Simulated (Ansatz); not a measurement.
C$_{2}$H$_{4}$NOSi (`CO[SiH]C#N`) radical. Total charge 0; spin multiplicity 2.

```xyz
9

C     1.160    0.822   -0.197
O     0.784   -0.256    0.640
Si   -0.376   -1.357    0.336
C    -1.879   -0.502   -0.322
N    -2.777    0.001   -0.844
H     1.780    1.497    0.392
H     1.739    0.463   -1.052
H     0.284    1.367   -0.561
H    -0.715   -2.035    1.608
```

Question: List the harmonic frequencies (cm⁻¹, unscaled) at PBE0-D4/def2-TZVP in Ansatz. (Estimate.)

Answer: The calculation gave: 77, 83, 143, 230, 268, 400, 577, 672, 737, 816, 1153, 1181, 1212, 1482, 1494, 1498, 2239, 2293, 3038, 3110, 3144.

Question: Is this a minimum?

Answer: Yes, all 21 modes are real.

Question: Give the ideal-gas thermochemistry at 298.15 K and 1 bar (rigid rotor, harmonic oscillator; point group C1, symmetry number 1).

Answer: Zero-point energy 154.6 kJ/mol; H(298) − E = 175.1 kJ/mol; entropy 349.8 J/(mol·K), of which translation 164.4, rotation 110.7, vibration 69.0, electronic 5.8; G(298) − E = 70.8 kJ/mol. Modes under 100 cm⁻¹ are hindered rotations or soft bends, so the harmonic entropy is rough.
